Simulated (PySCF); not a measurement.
B(F)(Br)(vinyl) (C2H3BBrF), SMILES C=CB(Br)F.

Geometry optimised at PBE0-D3(BJ)/def2-SVP. This is a generated structure with no PubChem entry under its InChIKey; it may be hypothetical. Other conformers were not sampled.

Two levels are set side by side: TDDFT-PBE/def2-SVPD (PySCF) and TDDFT-B3LYP/def2-SVPD (PySCF). Vertical, same geometry. The lowest singlet is HOMO→LUMO 100 % with PBE and HOMO−1→LUMO 99 % with the other functional; states are paired by order. Differences are taken from unrounded values.

```
quantity                               TDDFT-PBE
-------------------------------------  ---------
lowest singlet excitation (eV)              4.35
lowest triplet excitation (TDA) (eV)        3.71
first bright state (f over 0.05) (eV)       4.93
its oscillator strength                     0.08
```

These are the TDDFT-PBE values. What does TDDFT-B3LYP give? (The exact figures need the calculation; the answer reports its results.)


| quantity | TDDFT-B3LYP | TDDFT-PBE minus TDDFT-B3LYP |
|---|---|---|
| lowest singlet excitation (eV) | 5.00 | -0.65 |
| lowest triplet excitation (TDA) (eV) | 3.74 | -0.04 |
| first bright state (f over 0.05) (eV) | 5.46 | -0.53 |
| its oscillator strength | 0.13 | -0.05 |

Functionals without exact exchange tend to place singlet excitations lower, as here. Differences between two approximate levels are no errors against the true value.

Rough cost on one machine, each run with all the roots and properties that it gave: TDDFT-B3LYP against TDDFT-PBE about 3 times.
